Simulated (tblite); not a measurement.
H6BN, charge +1, doublet, geometry from GFN2-xTB (a state made from the parent by changing its charge; the spin is typed, not shown lowest); GFN1-xTB run with tblite.

The tblite input:
```
$ tblite run mol.xyz --method gfn1 --charge 1 --spin 1 --spin-polarized --json tblite.json --no-restart

# file mol.xyz
8

B     -0.85103693     0.06096459    -0.05926607
N      0.70400636    -0.07680200     0.02198812
H     -1.31066910    -0.65817881    -0.86241623
H     -1.21010950     1.21525847    -0.09762284
H     -1.37179730     0.05664760     1.03233308
H      0.95897137    -1.04341522     0.24745522
H      1.13876401     0.53781366     0.71440043
H      1.12198069     0.12466532    -0.89173616
```

Output, abridged:

```
xTB calculator
 | screened Coulomb repulsion
 | Coulomb electrostatics
 |  * isotropic Klopman-Ohno-Mataga-Nishimoto electrostatics
 |  * onsite third-order electrostatics
 | DFT-D3(BJ) dispersion correction
 | Interactions (1)
 | [1] spin polarization

halogen bonding energy    0.0000000000000E+00 Eh
repulsion energy          9.0772339097903E-02 Eh
dispersion energy        -1.3755914547044E-03 Eh
interaction energy        0.0000000000000E+00 Eh
number of electrons       1.3000000000000E+01 e
integral cutoff           2.1261634374110E+01 bohr

------------------------------------------------------------
  cycle        total energy    energy error   density error
------------------------------------------------------------
      1     -7.276986193446  -7.3663829E+00   3.5123175E-01
      2     -7.291352635772  -1.4366442E-02   1.9412051E-01
      3     -7.292767974968  -1.4153392E-03   3.1702744E-02
      4     -7.293052193333  -2.8421837E-04   3.2544331E-03
      5     -7.293062657577  -1.0464244E-05   1.1874634E-03
      6     -7.293063143922  -4.8634484E-07   5.2981357E-04
      7     -7.293063282425  -1.3850303E-07   1.5034461E-04
      8     -7.293063298802  -1.6377209E-08   2.5983455E-05
      9     -7.293063299140  -3.3849901E-10   1.2108145E-05
------------------------------------------------------------

electronic energy        -7.3824600467835E+00 Eh
total energy             -7.2930632991403E+00 Eh

Post processing:
 | Mayer-Wiberg bond orders

[Info] JSON dump of results written to 'tblite.json'
```
